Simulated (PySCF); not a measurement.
Computed structure and properties of [Pb(NH3)3]2+

System: [Pb(NH3)3]2+ (singlet); start: displaced along the imaginary mode (C3). Method: PySCF 2.14.0, RKS PBE0, Pb def2-SVP with ECP60, N def2-SVP, H def2-SVP; non-relativistic Hamiltonian with scalar-relativistic core potentials where named; density fitting; no spin-orbit coupling.

Input of the relaxation:

```python
mol = gto.M(atom='''
Pb    -0.00000     0.00000    -0.05698
N      2.62176     0.00089     0.22913
H      3.00034    -0.47406     1.05739
H      3.06466    -0.46655    -0.57168
H      3.03467     0.94061     0.25000
N     -1.31165     2.27006     0.22913
H     -1.08962     2.83540     1.05739
H     -1.12828     2.88735    -0.57168
H     -2.33192     2.15779     0.25000
N     -1.31011    -2.27095     0.22913
H     -1.91072    -2.36134     1.05739
H     -1.93637    -2.42079    -0.57168
H     -0.70274    -3.09840     0.25000''',
    basis={'Pb': 'def2-SVP', 'N': 'def2-SVP', 'H': 'def2-SVP'},
    ecp={'Pb': 'def2-SVP'},
    charge=2, spin=0)
mf = dft.RKS(mol, xc='PBE0')
mf.grids.atom_grid = (50, 194)
mf = mf.density_fit()  # fitting sets: Pb def2-universal-JKFIT, N def2-universal-JKFIT, H def2-universal-JKFIT
mf.conv_tol = 1e-08; mf.max_cycle = 55
mf.kernel(dm0)  # dm0: converged density of the start geometry
# quasi-Newton relaxation in Cartesian coordinates to a largest gradient under 0.00045 Eh/bohr, steps kept in the point group
```

Run from Python with OMP_NUM_THREADS=2; the lines above give its settings. Where DIIS fails, smearing, a level shift and second-order steps follow.
It took 2.6 min on 2 threads of Arm Neoverse V1, with other jobs on the host, from the converged density of the start.

Course of the relaxation:

```
step  energy above end (eV)  largest force component within the symmetry (eV/Å)
   0                 0.6588                                               0.293
   1                 0.5678                                               0.329
   2                 0.4688                                               0.215
   3                 0.3724                                               0.377
   4                 0.2604                                               0.366
   5                 0.1391                                               0.145
   6                 0.0717                                               0.305
   7                 0.0442                                               0.205
  26                 0.0007                                               0.045
  27                 0.0004                                               0.029
  28                 0.0002                                               0.014
  29                 0.0004                                               0.066
  30                 0.0001                                               0.030
  31                 0.0000                                               0.011
```
(The steps between are left out.)

Relaxed geometry (C3):

```xyz
13

Pb    0.0000    0.0000   -1.2131
N     2.0579    0.0474    0.1890
H     1.9556   -0.0584    1.2043
H     2.7106   -0.6926   -0.0988
H     2.5805    0.9220    0.0557
N    -1.0700    1.7585    0.1890
H    -0.9272    1.7228    1.2043
H    -0.7555    2.6937   -0.0988
H    -2.0888    1.7738    0.0557
N    -0.9879   -1.8059    0.1890
H    -1.0284   -1.6644    1.2043
H    -1.9551   -2.0011   -0.0988
H    -0.4918   -2.6958    0.0557
```

```
      contact      Å
 Pb1–N2 (NH3)  2.491
 Pb1–N6 (NH3)  2.491
Pb1–N10 (NH3)  2.491
```

On the finer grid (75, 302):

```yaml
HOMO: -17.56 eV
LUMO: -9.99 eV
Dipole_about_the_centre_of_mass: 7.22 D
Set_of_Mulliken_populations_of_Pb1_outside_the_core_potential: s 3.96, p 6.87, d 10.09
D3_BJ_dispersion_energy_not_in_the_energies: -0.226 eV
```

```csv
atom,Mulliken (e),Löwdin (e),spin (e)
Pb1,1.08,0.89,0.00
N2,-0.31,0.00,0.00
H3,0.20,0.12,0.00
H4,0.21,0.13,0.00
H5,0.21,0.12,0.00
N6,-0.31,0.00,0.00
H7,0.20,0.12,0.00
H8,0.21,0.13,0.00
H9,0.21,0.12,0.00
N10,-0.31,0.00,0.00
H11,0.20,0.12,0.00
H12,0.21,0.13,0.00
H13,0.21,0.12,0.00
```

On the grid (50, 194), as all that follows. Harmonic modes: a minimum within the noise of the softest modes; lowest 46 cm⁻¹ (negative: unstable), highest 3561 cm⁻¹, zero-point energy 3.121 eV.

Taking off one NH3 (charge 0, singlet; the rest: singlet) in vacuum, both parts rigid, costs 2.36 eV; the small basis without counterpoise inflates it. Parting with an electron moved from the ligand to the metal can be far cheaper, even downhill.

Rigid scan of NH3 along the line from its metal:

| distance to N2 (Å) | energy (eV) |
| --- | --- |
| 2.19 | 0.373 |
| 2.29 | 0.143 |
| 2.39 | 0.031 |
| 2.49 | 0.000 |
| 2.59 | 0.024 |
| 2.69 | 0.084 |
| 2.89 | 0.263 |

One start shape was tried, so this needn't be the lowest isomer.
